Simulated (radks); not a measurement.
Task: Ge+, configuration [Ar] 3d10 4s2 4p1 (the NIST ground configuration). Calculated with a radial shooting solver on a logarithmic mesh with Libxc functionals: Dirac Kohn-Sham, Wu-Cohen GGA, spin-unpolarised, spherical densities, point nucleus; open shells fill j = l - 1/2 first. Some entries of the table are withheld. Estimate them.

| orbital | occ. | eigenvalue (hartree) | <r^2> (bohr^2) | <1/r> (bohr^-1) |
|---|---|---|---|---|
| 1s1/2 | 2 | (1) | 0.002974 | 32.37 |
| 2s1/2 | 2 | -50.70451 | 0.05202 | 7.146 |
| 2p1/2 | 2 | -45.15495 | 0.04035 | 7.111 |
| 2p3/2 | 4 | -43.98340 | 0.04184 | 6.917 |
| 3s1/2 | 2 | -6.50930 | 0.4500 | 2.292 |
| 3p1/2 | 2 | -4.67926 | 0.4824 | 2.165 |
| 3p3/2 | 4 | -4.52181 | 0.4987 | 2.118 |
| 3d3/2 | 4 | -1.41912 | 0.6874 | 1.790 |
| 3d5/2 | 6 | -1.39758 | 0.6977 | 1.777 |
| 4s1/2 | 2 | -0.73119 | 4.695 | 0.6472 |
| 4p1/2 | 1 | -0.41913 | 7.321 | (2) |
| 4p3/2 | 0 | -0.40997 | 7.545 | (3) |

Result: 
(1) 1s1/2 eigenvalue (hartree): -402.9317
(2) 4p1/2 <1/r> (bohr^-1): 0.5158
(3) 4p3/2 <1/r> (bohr^-1): 0.5071
